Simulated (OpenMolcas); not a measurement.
# 3s² 3p along the 13-electron sequence

| Quantity | Value |
| --- | --- |
| Program | OpenMolcas |
| Method | XMS-CASPT2, IPEA 0.25 Eh, imaginary shift 0.1 Eh |
| Basis | ANO-RCC-VTZP |
| Scalar Hamiltonian | DKH2, point nucleus |
| Spin-orbit coupling | state interaction with AMFI integrals over the reference wave functions, term energies averaged over their components |

Active space for each ion: 1 electron in 3 orbitals (3p); closed shells correlated by CASPT2: 2s 2p 3s.

Computed levels in cm-1 above ²P°_1/2:

| Level | P2+ | S3+ | Cl4+ | Ar5+ |
| --- | --- | --- | --- | --- |
| ²P°_3/2 | 501 | 874 | 1407 | 2100 |
| weight of ²P° in the lowest level (%) | 100 | 100 | 100 | 100 |

Measured, with the error of the calculation in %. Measured levels: P2+ from Martin, Zalubas and Musgrove, J. Phys. Chem. Ref. Data 14, 751 (1985); S3+ from NIST levels in Podobedova, Kelleher and Wiese, J. Phys. Chem. Ref. Data 38, 171 (2009); Ar5+ from Saloman, J. Phys. Chem. Ref. Data 39, 033101 (2010).

```tsv
Level	P2+	S3+	Ar5+
²P°_3/2	559 (-10.4)	951 (-8.1)	2208 (-5.0)
```

The fine-structure level ²P°_3/2 changes by a factor of 4.19 from P2+ to Ar5+. Its fourth root runs 4.73, 5.44, 6.12, 6.77, with steps per unit of Z of 0.71, 0.69, 0.64; equal steps would mean a (Z - σ)^4 law with constant σ.

Term energies are means over components that CASPT2 splits; among the terms shown or strongly mixed into the levels shown the widest spread is 66 cm-1 (3s² 3p ²P°, Cl4+). With one active electron, CASPT2 adds the correlation within the correlated inactive shells and between them and that electron, and leaves the splitting within a term as the reference gives it. Measured partners are found by configuration, term and J. A level has none where our copy of the source lacks it or the pairing is in doubt (some pairs that miss far off the trend of their configuration count as doubtful), and it then counts in no deviation. Only configurations of the active space appear.

° marks odd parity.
